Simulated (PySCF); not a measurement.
Stationary points of BiCl₂

These are results of PySCF, PBE0, basis Bi def2-TZVP with ECP60, Cl def2-TZVP (scalar-relativistic core potentials, no spin–orbit coupling, density fitting), not measurements.

Relaxations began from a few typed shapes; open shells are unrestricted. The search is not exhaustive: other isomers or separated fragments can lie lower, and high-lying points may rest on an excited occupation.

| spin | group | bonds | angles | imaginary modes (cm⁻¹) | ΔE (kJ/mol) | ΔE with ZPE (kJ/mol) |
| --- | --- | --- | --- | --- | --- | --- |
| doublet | C2v | Bi–Cl 2.429 Å (×2) | Cl–Bi–Cl 99.3° | none | 0.0 | 0.0 |
| doublet | D∞h | Bi–Cl 2.542 Å (×2) | Cl–Bi–Cl 180.0° | 116i | 126.6 | – |

The lowest minimum found is the doublet C2v: Bi–Cl 2.429 Å (×2); Cl–Bi–Cl 99.3°.

For the lowest minimum: no spin–orbit coupling is included, which matters more the heavier the element.

The electron or spin density has lower symmetry than the nuclear frame for the doublet D∞h at 126.6 kJ/mol.
